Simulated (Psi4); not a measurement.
The Psi4 input:
```
memory 2 GB

molecule {
0 1
  O     0.71655418    1.18982663   -0.84296995
  Si   -0.00000000   -0.00000000    0.00000000
  O    -1.02814201    0.71678285    1.03386749
  O    -0.68738808   -0.99172487   -1.08798669
  O     0.99897591   -0.91488460    0.89708915
  H     1.01009778    1.96488292   -0.37378436
  H    -1.39938075    0.19534961    1.73906562
  H    -1.15878807   -0.60533841   -1.81976724
  H     1.54807104   -1.55489412    0.45448598
}

set basis cc-pv(t+d)z

energy('cam-b3lyp')
print_variables()
```

**Question.** What does this run give for the dipole moment, nuclear repulsion energy, total energy?

**Answer.** 
The dipole moment comes out as 0.00 D. The nuclear repulsion energy is 270.7934 Eh and the total energy comes out as -593.0804 Eh.

**Question.** Roughly what does it cost on one core?

**Answer.** about 20 core-seconds (a rough figure).
